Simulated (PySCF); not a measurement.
Compound: C5H11ClOSi2.
Atom-mapped SMILES: `[CH2:1]=[C:2]([CH3:3])[C@@H:4]1[CH2:5][SiH2:6][O:7][Si@@H:8]1[Cl:9]`

Geometry (GFN2-xTB, Å), atoms numbered from 1 in this order:
```
atom  x, y, z in Å
C1    -2.4117    0.6558   -0.8903
C2    -1.2989    0.0970   -0.4370
C3    -1.3347   -1.1331    0.4176
C4     0.0509    0.6899   -0.7406
C5     1.0590   -0.3504   -1.2823
Si6    2.1724   -0.9621    0.1435
O7     1.9339    0.2936    1.1835
Si8    0.8754    1.4733    0.8115
Cl9   -0.3375    1.7595    2.3732
H10   -3.3837    0.2541   -0.6592
H11   -2.3998    1.5409   -1.5043
H12   -0.8553   -1.9696   -0.0898
H13   -0.8078   -0.9636    1.3551
H14   -2.3621   -1.4092    0.6414
H15   -0.1052    1.4563   -1.5055
H16    1.6946    0.1467   -2.0192
H17    0.5368   -1.1394   -1.8232
H18    3.5959   -0.9394   -0.1678
H19    1.7265   -2.1662    0.8348
H20    1.6461    2.6765    0.5362
```

NICS is the negative of the GIAO shielding at a point without a nucleus: at the ring centre (0) and 1 Å above and below it (1); zz is the component along the ring normal. Level: GIAO PBE0/pcSseg-1 (PySCF, non-relativistic, gas phase) on the GFN2-xTB geometry, one conformer.

Ring bond lengths (Å), with Mayer bond orders in brackets: C4–C5 1.547 (1.00), C5–Si6 1.910 (0.90), Si6–O7 1.648 (0.90), O7–Si8 1.628 (0.97), Si8–C4 1.924 (0.83).

Give the NICS values of each ring in ppm.

```
            ring                                                      type  NICS(0)  NICS(1), two faces  NICS(1)zz, two faces  rms pucker (Å)  centre to ring atoms, mean (Å)
C4–C5–Si6–O7–Si8  5-membered ring with O and 2 Si; formal bonds all single     -4.8         -3.1 / -2.7           -3.8 / -4.8            0.12                            1.46
```

What do they say, and how far can they be read as aromaticity?

- C4–C5–Si6–O7–Si8: mean NICS(1)zz -4.3 ppm, shielded. C4, C5, Si6, Si8 have four or more neighbours; no verdict on aromaticity is drawn.

At the first NICS(1) probe listed for ring C4–C5–Si6–O7–Si8, 1 Å off the ring, what do the in-plane components average?

The isotropic value is a third of the trace: (3 × -3.1 − (-3.8))/2 = -2.8 ppm.

How shielded are the nuclei of the rings and their hydrogens (means over atoms taken as equivalent)?

```tsv
atoms	environment	σ isotropic (ppm)
C4	sp3 carbon bound to silicon	147.6
C5	sp3 carbon bound to silicon	170.2
Si6	oxygen-bound silicon	354.8
O7	siloxane oxygen	258.4
Si8	chlorine-bound silicon	339.5
H15	methine hydrogen	29.26
H16	methylene hydrogen	30.24
H17	methylene hydrogen	30.73
H18	Si–H hydrogen	26.59
H19	Si–H hydrogen	26.53
H20	Si–H hydrogen	26.28
```

Time: 2.0 min (grids of density and orbitals included); peak memory 1.1 GiB. Hardware: one thread, Arm Neoverse N1 (aarch64), on a shared host. This is the whole shielding run at PBE0/pcSseg-1, SCF included.
